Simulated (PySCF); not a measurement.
Method: PySCF with PBE0-D3(BJ)/def2-TZVP. Gas-phase values, no solvent. 

Reference species (SMILES): `[SiH3][Si][SiH3]` (excited triplet) (neutral, multiplicity 3).

The dipole moment is 0.09 D.

Changed species: `C#C[Si][SiH3]` (excited triplet) (X = ethynyl, multiplicity 3; the reference has X = silyl, multiplicity 3).

Question: Predict the effect on the dipole moment.

Answer: the dipole moment rises by 0.32 D, to 0.41 D.
